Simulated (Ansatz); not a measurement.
`[F][Zr]([F])([F])[I]`. Charge 0, multiplicity 1. Zr, I: def2 effective core potential. All single points use the PBE0-D4/def2-TZVP geometry.

```xyz
5

F    -0.690    1.367   -1.196
Zr   -0.155    0.014    0.001
F    -0.748    0.461    1.733
F    -0.954   -1.612   -0.518
I     2.547   -0.231   -0.020
```

Task: What is the dipole moment at ωB97M-V/def2-TZVPP? (Best estimate.)

Result: Ansatz gave: 0.11 D, with components (-0.11, 0.01, 0.00) D in this frame, pointing from negative to positive charge.

Task: And with PBE, r2SCAN, B3LYP? (An estimate is asked.)

Result: Ansatz gave: PBE 0.09 D, r2SCAN 0.03 D, B3LYP 0.17 D.

Task: Give the Mulliken charges with ωB97M-V, B3LYP, r2SCAN in def2-TZVPP. (Estimate.)

Result: The calculation gave: 
```tsv
atom	ωB97M-V	B3LYP	r2SCAN
F1	-0.35	-0.36	-0.36
Zr2	1.23	1.29	1.27
F3	-0.35	-0.36	-0.36
F4	-0.35	-0.36	-0.36
I5	-0.17	-0.20	-0.20
```

B3LYP here is the variant with VWN-RPA as its local correlation; programs differ in this.
